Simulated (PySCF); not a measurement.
## MgCd: frontier orbitals

TPSSh at R = 3.573 Å; Mg def2-SVPD, Cd def2-SVPD with ECP28; scalar-relativistic core potentials (PySCF 2.14). State: ¹Σ⁺ (singlet), closed shell. Only the outer orbitals are listed, counted within each symmetry, core potentials removing the inner ones.

| orbital | occ. | ε (eV) | on Mg (%) | main shells (%) |
| --- | --- | --- | --- | --- |
| 1δ | 2 | -12.57 | 0 | 100 Cd d |
| 1δ | 2 | -12.57 | 0 | 100 Cd d |
| 6σ | 2 | -12.57 | 0 | 100 Cd d |
| 3π | 2 | -12.56 | 0 | 100 Cd d |
| 3π | 2 | -12.56 | 0 | 100 Cd d |
| 7σ | 2 | -6.34 | 25 | 75 Cd s, 21 Mg s |
| 8σ | 2 | -4.72 | 77 | 76 Mg s, 19 Cd s |
| 9σ | 0 | -1.49 | 57 | 55 Mg p, 40 Cd p |
| 4π | 0 | -1.43 | 70 | 69 Mg p, 30 Cd p |
| 4π | 0 | -1.43 | 70 | 69 Mg p, 30 Cd p |

Which are the highest filled and the lowest empty level, where do they sit, and how wide is the gap?

Highest filled 8σ at -4.72 eV (in %: 76 Mg s, 19 Cd s); lowest empty 9σ at -1.49 eV (in %: 55 Mg p, 40 Cd p); the gap at TPSSh is 3.23 eV.

| Quantity | Value |
| --- | --- |
| bond order (Mayer) | 0.32 |
| ⟨S²⟩ | 0.000 |
| charge on Mg (Mulliken, basis-dependent) | -0.04 |
| charge on Mg (Löwdin, basis-dependent) | -0.11 |
| dipole moment (positive dipole means Mg(−)Cd(+)) | 0.15 D |

Closed-shell solutions of metal pairs were not tested for spin polarisation, which can lower them a little.
